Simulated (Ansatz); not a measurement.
The cluster HfO₂. Charge 0, multiplicity 5. Geometry B3LYP-D4/def2-TZVP; atoms count from 1.

Cartesian coordinates in Å:
```
Hf -0.362 0.167 -0.188
O -0.894 -0.933 1.405
O 1.256 0.766 -1.217
```

In the def2 sets Hf takes a core potential; there is no spin–orbit coupling. At PBE0-D4/def2-TZVP a singlet of charge 0 lies 4.82 eV below the quintet, each at its own geometry. The structure comes from a short search, and lower isomers may exist.

**Question.** Estimate the Mulliken populations from the PBE0/def2-TZVP orbitals of Ansatz.

**Answer.** 
| atom | charge (e) | spin (α − β) | d electrons |
| --- | --- | --- | --- |
| Hf1 | 0.78 | 2.05 | 2.06 |
| O2 | -0.39 | 0.98 | – |
| O3 | -0.39 | 0.98 | – |
Mulliken values and Mayer orders depend strongly on the basis.

**Question.** Where does the spin sit?

**Answer.** Summed by element: Hf 2.05, O 1.95, of 4 unpaired in all. Largest on single atoms: Hf1 2.05, O3 0.98, O2 0.98.

**Question.** And the Mayer bond orders between bonded heavy atoms (over 0.3)?

**Answer.** Hf1–O2 1.03 (2.01 Å); Hf1–O3 1.03 (2.01 Å).
